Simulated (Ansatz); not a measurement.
Consider the ligand exchange at the Sn–C bond: `FC[CH](F)[SnH3]` + `O[SiH3]` → `[SiH3][O][SnH3]` + `FCCF`.

Gas-phase electronic energies from Ansatz, PBE0-D4/def2-TZVP geometries. CBS: MP2 limit from def2 TZ/QZ plus the TZ coupled-cluster correction, frozen cores. Functionals use def2-TZVPP. B3LYP here is the variant with VWN-RPA as its local correlation; programs differ in this. def2 core potentials past Kr. For Sn outer-core shells are correlated without core-valence functions, which leaves a few kJ/mol of doubt a bond. Each species was taken in one conformer, which may not be the lowest.

```csv
level,ΔE (kJ/mol),difference from CCSD(T)/CBS
PBE-D4,-58.2,12.1
r2SCAN-D4,-68.0,2.3
B3LYP-D4,-71.3,-1.0
ωB97X-V,-71.9,-1.6
ωB97M-V,-67.6,2.7
B2PLYP,-73.9,-3.6
PBE,-59.1,11.2
r2SCAN,-68.3,2.0
PBE0,-64.7,5.6
B3LYP,-72.7,-2.4
MP2/def2-TZVPP,-68.8,1.5
SCS-MP2/def2-TZVPP,-75.5,-5.2
SCS-MP2/def2-QZVPP,-77.2,-6.9
HF/CBS(def2),-99.7,-29.4
MP2/CBS(def2),-70.2,0.1
CCSD/CBS(def2),-73.3,-3.0
CCSD(T)/CBS,-70.3,0
```

Largest T1 diagnostic among the species: 0.013.

From PBE to PBE0 (25 % exact exchange), in def2-TZVPP and without D4, ΔE moves by −5.6 kJ/mol. In def2-TZVPP, CCSD(T) changes the Hartree–Fock value by +27.7 kJ/mol (the triples alone add +3.0 kJ/mol) and MP2 by +27.7 kJ/mol.
